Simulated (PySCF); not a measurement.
Species: C8H10N2Si.
Atom-mapped SMILES: `[SiH3:1][CH2:2][c:3]1[cH:4][n:5]2[cH:6][cH:7][cH:8][cH:9][c:10]2[n:11]1` (hydrogens: H12, H13, H14 on Si1; H15, H16 on C2; H17 on C4; H18 on C6; H19 on C7; H20 on C8; H21 on C9)

The geometry is computed with GFN2-xTB (gas phase).

(1) Give the optimised bond lengths and angles.

Answers

(1) 
```json
{"bond": "Si1–C2", "length (bohr)": "3.610"}
{"bond": "C2–C3", "length (bohr)": "2.793"}
{"bond": "C3–C4", "length (bohr)": "2.611"}
{"bond": "C4–N5", "length (bohr)": "2.568"}
{"bond": "N5–C6", "length (bohr)": "2.554"}
{"bond": "C6–C7", "length (bohr)": "2.574"}
{"bond": "C7–C8", "length (bohr)": "2.663"}
{"bond": "C8–C9", "length (bohr)": "2.585"}
{"bond": "C9–C10", "length (bohr)": "2.646"}
{"bond": "C10–N11", "length (bohr)": "2.495"}
{"bond": "C3–N11", "length (bohr)": "2.554"}
{"bond": "N5–C10", "length (bohr)": "2.644"}
{"bond": "Si1–H12, Si1–H13, Si1–H14", "length (bohr)": "2.766"}
{"bond": "C2–H15, C2–H16", "length (bohr)": "2.059"}
{"bond": "C4–H17", "length (bohr)": "2.024"}
{"bond": "C6–H18", "length (bohr)": "2.041"}
{"bond": "C7–H19", "length (bohr)": "2.037"}
{"bond": "C8–H20", "length (bohr)": "2.038"}
{"bond": "C9–H21", "length (bohr)": "2.035"}
```

Bonds in one row agree within 0.02 bohr and their mean is given. A selection of angles:
```json
{"angle": "C2–Si1–H12", "degrees": "108.0"}
{"angle": "C2–Si1–H13", "degrees": "108.5"}
{"angle": "H12–Si1–H13", "degrees": "109.3"}
{"angle": "H12–Si1–H14", "degrees": "110.7"}
{"angle": "Si1–C2–C3", "degrees": "110.0"}
{"angle": "Si1–C2–H15", "degrees": "109.3"}
{"angle": "C3–C2–H15", "degrees": "108.9"}
{"angle": "H15–C2–H16", "degrees": "108.4"}
{"angle": "C2–C3–C4", "degrees": "128.0"}
{"angle": "C2–C3–N11", "degrees": "121.6"}
{"angle": "C4–C3–N11", "degrees": "110.4"}
{"angle": "C3–C4–N5", "degrees": "106.4"}
{"angle": "C3–C4–H17", "degrees": "130.9"}
{"angle": "N5–C4–H17", "degrees": "122.7"}
{"angle": "C4–N5–C6", "degrees": "132.0"}
{"angle": "C4–N5–C10", "degrees": "106.2"}
{"angle": "C6–N5–C10", "degrees": "121.9"}
{"angle": "N5–C6–C7", "degrees": "119.5"}
{"angle": "N5–C6–H18", "degrees": "117.1"}
{"angle": "C7–C6–H18", "degrees": "123.4"}
{"angle": "C6–C7–C8", "degrees": "120.3"}
{"angle": "C6–C7–H19", "degrees": "119.6"}
{"angle": "C8–C7–H19", "degrees": "120.1"}
{"angle": "C7–C8–C9", "degrees": "120.3"}
{"angle": "C7–C8–H20", "degrees": "119.2"}
{"angle": "C9–C8–H20", "degrees": "120.4"}
{"angle": "C8–C9–C10", "degrees": "119.2"}
{"angle": "C8–C9–H21", "degrees": "122.5"}
{"angle": "C10–C9–H21", "degrees": "118.3"}
{"angle": "C9–C10–N11", "degrees": "130.5"}
{"angle": "N5–C10–C9", "degrees": "118.8"}
{"angle": "N5–C10–N11", "degrees": "110.7"}
{"angle": "C3–N11–C10", "degrees": "106.3"}
```

Dihedral angles: Si1–C2–C3–C4 -93° (anticlinal). The mirror-image conformer, all signs reversed, is as good.

The C–C distances run from 1.362 Å (C6–C7, aromatic) to 1.478 Å (C2–C3, drawn single), a spread of 0.116 Å. Si1 (SiH3 silicon) is tetrahedral (angles from 108.0° to 110.7°). The C–N distances run from 1.320 Å (C10–N11, aromatic) to 1.399 Å (N5–C10, aromatic), a spread of 0.079 Å. N11 (pyridine-type nitrogen) is bent (angle 106.3°). The 6-membered ring N5–C6–C7–C8–C9–C10 has internal angles of 118.8° to 121.9° (sum 720°, against 720° for a flat polygon); it is planar, 0.00 Å rms from its mean plane, widest ring torsion 0°. The 5-membered ring C3–C4–N5–C10–N11 has internal angles of 106.2° to 110.7°; it is planar, 0.00 Å rms from its mean plane, widest ring torsion 0°. N5 (pyrrole-type nitrogen) is planar (angles 132.0°, 121.9° and 106.2°, sum 360.0°, 0.00 Å off the plane of its three neighbours).

Point group: C1 (no symmetry element, even within 0.4 Å). GFN2-xTB frequencies: not computed here. One conformer, not necessarily the lowest.
